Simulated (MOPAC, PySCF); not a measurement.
H3InS3, SMILES `[SH][In]([SH])[SH]`, neutral singlet in the gas phase. 

Cartesian coordinates (Å):
```xyz
7

S      2.1792    -1.0048     0.0274
In     0.0005    -0.0005    -0.0014
S     -1.9335    -1.3380    -0.4774
S     -0.2442     2.3437     0.4472
H      2.7770     0.1709     0.3365
H     -1.1902    -2.4611    -0.6238
H     -1.5889     2.2899     0.2914
```
Charge 0, multiplicity 1.

All levels are single points at this geometry (PBE-D3(BJ)/def2-TZVP); Pople sets use spherical d functions. Orbital energies aren't observables, and empty levels follow the basis.

M06-2X/6-31G* (LANL2DZ on In) in PySCF gives dipole (D) = 0.01.

Problem. Estimate the dipole (D) from each of these levels: PBE-D3(BJ)/def2-TZVP in PySCF; B3LYP/6-311+G** (LANL2DZ on In) in PySCF; B3LYP/6-31G* (LANL2DZ on In) in PySCF; B3LYP/LANL2DZ in PySCF; BP86/6-31G* (LANL2DZ on In) in PySCF; PBE/6-31G* (LANL2DZ on In) in PySCF; SVWN5/6-31G* (LANL2DZ on In) in PySCF; HF/6-31G* (LANL2DZ on In) in PySCF; AM1 in MOPAC; PM3 in MOPAC; PM6 in MOPAC; PM7 in MOPAC.

Solution. 
```tsv
level	dipole (D)
PBE-D3(BJ)/def2-TZVP in PySCF	0.01
B3LYP/6-311+G** (LANL2DZ on In) in PySCF	0.01
B3LYP/6-31G* (LANL2DZ on In) in PySCF	0.01
B3LYP/LANL2DZ in PySCF	0.01
BP86/6-31G* (LANL2DZ on In) in PySCF	0.01
PBE/6-31G* (LANL2DZ on In) in PySCF	0.01
SVWN5/6-31G* (LANL2DZ on In) in PySCF	0.01
HF/6-31G* (LANL2DZ on In) in PySCF	0.01
AM1 in MOPAC	0.01
PM3 in MOPAC	0.01
PM6 in MOPAC	0.01
PM7 in MOPAC	0.01
```
